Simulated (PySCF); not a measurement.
Point-charge models of `C[C@@H]1C=C(F)CCC1` against its computed dipole.

Coordinates (GFN2-xTB, Å) and charges (e) from the PBE0/pcSseg-1 density (PySCF):

```csv
atom,x,y,z,Mulliken,IAO,Hirshfeld,ESP-fitted
C1,2.347,0.020,-0.054,-0.1996,-0.4150,-0.1173,-0.6317
C2,0.897,0.010,-0.539,-0.3112,-0.0966,-0.0199,+0.4917
C3,0.231,1.315,-0.212,-0.1450,-0.2286,-0.0821,-0.6231
C4,-1.003,1.383,0.253,+0.2217,+0.2791,+0.0827,+0.3950
F5,-1.549,2.593,0.550,-0.2959,-0.2873,-0.1009,-0.2340
C6,-1.917,0.229,0.501,-0.2034,-0.2851,-0.0761,-0.2319
C7,-1.375,-1.014,-0.200,-0.2161,-0.2525,-0.0642,+0.0010
C8,0.119,-1.156,0.075,-0.1826,-0.2554,-0.0678,-0.2572
H9,2.383,0.171,1.023,+0.1091,+0.1386,+0.0373,+0.1622
H10,2.831,-0.925,-0.288,+0.1121,+0.1384,+0.0404,+0.1386
H11,2.906,0.821,-0.532,+0.1152,+0.1387,+0.0408,+0.1624
H12,0.903,-0.105,-1.631,+0.1333,+0.1324,+0.0353,-0.0083
H13,0.802,2.217,-0.369,+0.1029,+0.1558,+0.0451,+0.2254
H14,-2.918,0.480,0.141,+0.1414,+0.1551,+0.0471,+0.0929
H15,-1.993,0.058,1.580,+0.1426,+0.1483,+0.0446,+0.0968
H16,-1.911,-1.898,0.148,+0.1215,+0.1388,+0.0422,+0.0422
H17,-1.536,-0.924,-1.276,+0.1218,+0.1339,+0.0380,+0.0275
H18,0.285,-1.167,1.155,+0.1120,+0.1273,+0.0354,+0.0924
H19,0.488,-2.099,-0.332,+0.1202,+0.1342,+0.0397,+0.0583
```

Form Σ q r in debye for every column and set it beside the full dipole.

The full density gives (0.42, -1.88, -0.33) D, 1.95 D in size; dipole vectors point from the negative to the positive end.

| scheme | μx | μy | μz | size (D) | share of the full size (%) | angle to the full dipole (°) |
| --- | --- | --- | --- | --- | --- | --- |
| Mulliken | 1.01 | -3.37 | -0.05 | 3.52 | 180 | 10 |
| IAO | 0.81 | -2.77 | -0.54 | 2.93 | 150 | 4 |
| Hirshfeld | 0.20 | -1.19 | -0.18 | 1.22 | 62 | 3 |
| ESP-fitted | 0.41 | -1.90 | -0.33 | 1.98 | 101 | 0 |

Which set comes closest?

Length of the difference vector: ESP-fitted 0.02 D, Hirshfeld 0.74 D, IAO 0.99 D, Mulliken 1.63 D. Closest: ESP-fitted. ESP charges are fitted to the potential around the molecule, whose slowest-falling term is the dipole's. The schemes that divide the density aren't constrained to reproduce the dipole.

What is left for the Hirshfeld atoms' own dipoles?

The Hirshfeld atoms' densities add up to the full density, so μ = Σ q r + Σ (atomic dipoles). The atomic dipoles sum to (0.42, -1.88, -0.33) − (0.20, -1.19, -0.18) = (0.22, -0.69, -0.15) D, 0.74 D in size.

With the origin at the mean of the coordinates, (-0.001, 0.000, 0.000) Å, which are the largest single terms, by size, of the Hirshfeld dipole along the direction of the full one?

F5 +1.41, C4 -0.63, C3 +0.47, H19 +0.42, H13 -0.41 D; all 19 atoms together +1.22 D. The single terms depend on the origin, their sum doesn't.

Give the size of the full dipole in other units.

1.95 D = 0.769 au = 0.407 e·Å = 6.52 × 10⁻³⁰ C·m.

Isolated species at its GFN2-xTB geometry (one conformer only).
